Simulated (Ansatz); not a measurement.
Ansatz (a first-principles code) input (CCSD(T)/aug-cc-pV(D+d)Z):
A basis named .json is the Basis Set Exchange file of that set.

Ansatz 0.2 input:
```yaml
crystal:
  periodic: [false, false, false]
  atoms:
    - {symbol: B, position_ang: [-0.10110091, -0.34405066, 0.07549871]}
    - {symbol: Cl, position_ang: [-0.21370832, 1.30627628, -0.35360861]}
    - {symbol: O, position_ang: [1.27695401, -0.83425941, 0.35362597]}
    - {symbol: O, position_ang: [-0.96023132, -1.32636774, 0.22713630]}
    - {symbol: H, position_ang: [2.06640974, -0.26731197, 0.29900710]}
    - {symbol: H, position_ang: [-1.90357212, -1.17156394, 0.08236521]}
    - {symbol: H, position_ang: [1.44192691, -1.76255037, 0.60638234]}
basis:
  gaussian:
    orbitals: aug-cc-pV_D+d_Z.json
total_charge: 1
magnetization: {spin_polarized: false}
correlation: {method: ccsd_t, electrons: outside_noble_gas}
output: {forces: true}
```

Output:

```
Functional definition: HF
integrals: 0.26 GiB planned
1217 factors; integrals over basis functions are off by at most 7.2e-4 eV
mean field: 0.55 GiB planned
mean field evaluation 1: about -17288.4083 eV, gradient 5.8e1 eV
mean field evaluation 2: about -17288.4189 eV, gradient 5.8e1 eV
mean field evaluation 4: about -17294.2875 eV, gradient 3.3e0 eV
mean field evaluation 8: about -17294.3242 eV, gradient 2.6e-4 eV
mean field evaluation 16: about -17294.3061 eV, gradient 2.8e-1 eV
mean field -17294.32415460 eV, -635.5546901678 hartree, gradient 1.7e-6 eV, S^2 0.000000; 0 other end points of the search recorded, 0 dependent functions left out
8 core orbitals not correlated
reference -17294.32415460 eV, -635.5546901678 hartree; 12, 12 occupied and 108, 108 virtual orbitals, 1217 factors
densities: 1.37 GiB planned
second order -17.00688496 eV of doubles, -0.00000000 eV of singles
coupled cluster: 0.77 GiB planned
cycle   1  -17.29801132 eV  change   -2.9e-1 eV  update   8.7e-2
cycle   2  -17.64507741 eV  change   -3.5e-1 eV  update   2.4e-2
cycle   3  -17.73386620 eV  change   -8.9e-2 eV  update   1.3e-2
cycle   4  -17.72836432 eV  change    5.5e-3 eV  update   2.9e-3
cycle   5  -17.72663058 eV  change    1.7e-3 eV  update   1.2e-3
cycle   6  -17.72694481 eV  change   -3.1e-4 eV  update   3.3e-4
cycle   7  -17.72680917 eV  change    1.4e-4 eV  update   1.1e-4
cycle   8  -17.72676724 eV  change    4.2e-5 eV  update   3.4e-5
cycle   9  -17.72677597 eV  change   -8.7e-6 eV  update   1.3e-5
cycle  10  -17.72677685 eV  change   -8.8e-7 eV  update   4.6e-6
perturbative correction -0.51850883 eV, -0.0190548481 hartree
the calculation of the forces begins
Total energy: -17312.56944029 eV, -636.2251920495 hartree
Atom 0 at    -0.101101    -0.344051     0.075499 Å, force     0.057079     0.549486    -0.132277 eV/Å
Atom 1 at    -0.213708     1.306276    -0.353609 Å, force    -0.007031     0.372614    -0.094824 eV/Å
Atom 2 at     1.276954    -0.834259     0.353626 Å, force     0.343825    -0.177062     0.083211 eV/Å
Atom 3 at    -0.960231    -1.326368     0.227136 Å, force    -0.345784    -0.850046     0.175778 eV/Å
Atom 4 at     2.066410    -0.267312     0.299007 Å, force     0.039240     0.019230    -0.000456 eV/Å
Atom 5 at    -1.903572    -1.171564     0.082365 Å, force    -0.097465     0.116447    -0.040309 eV/Å
Atom 6 at     1.441927    -1.762550     0.606382 Å, force     0.010136    -0.030668     0.008875 eV/Å
Dipole moment:     0.646009    -0.647100     0.235694 e Å
```

It need not be the lowest isomer of its formula.
